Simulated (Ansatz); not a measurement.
Stepwise reaction of `[CH3][Y]([CH3])[Cl]` with hydrogen chloride, as a gas-phase model of exchange steps in deposition or etching. ΔE in kJ/mol.

Gas-phase electronic energies from Ansatz, PBE0-D4/def2-TZVP geometries. CBS: MP2 limit from def2 TZ/QZ plus the TZ coupled-cluster correction, frozen cores. This one scheme is used for every species. Functionals use def2-TZVPP. B3LYP here is the variant with VWN-RPA as its local correlation; programs differ in this. def2 core potentials past Kr. For Y outer-core shells are correlated without core-valence functions, which leaves a few kJ/mol of doubt a bond.

| step | reaction | PBE-D4 | B3LYP-D4 | ωB97M-V | CCSD(T)/CBS |
| --- | --- | --- | --- | --- | --- |
| 1 | `[CH3][Y]([CH3])[Cl]` + HCl → `[CH3][Y]([Cl])[Cl]` + CH₄ | -252.2 | -263.6 | -262.7 | -263.1 |
| 2 | `[CH3][Y]([Cl])[Cl]` + HCl → `[Cl][Y]([Cl])[Cl]` + CH₄ | -247.6 | -257.0 | -252.7 | -253.4 |

Task: By hand: ΔE of the 2 steps together at CCSD(T)/CBS.

Result: (-263.1) + (-253.4) = -516.5 kJ/mol, or -258.2 kJ/mol a step.

In ΔE each step is higher than the one before. All are downhill at CCSD(T)/CBS. PBE-D4 differs from CCSD(T)/CBS by 5.8 to 10.9 kJ/mol a step. Isolated molecules leave out the surface, adducts and barriers. Largest T1 diagnostic: 0.011.
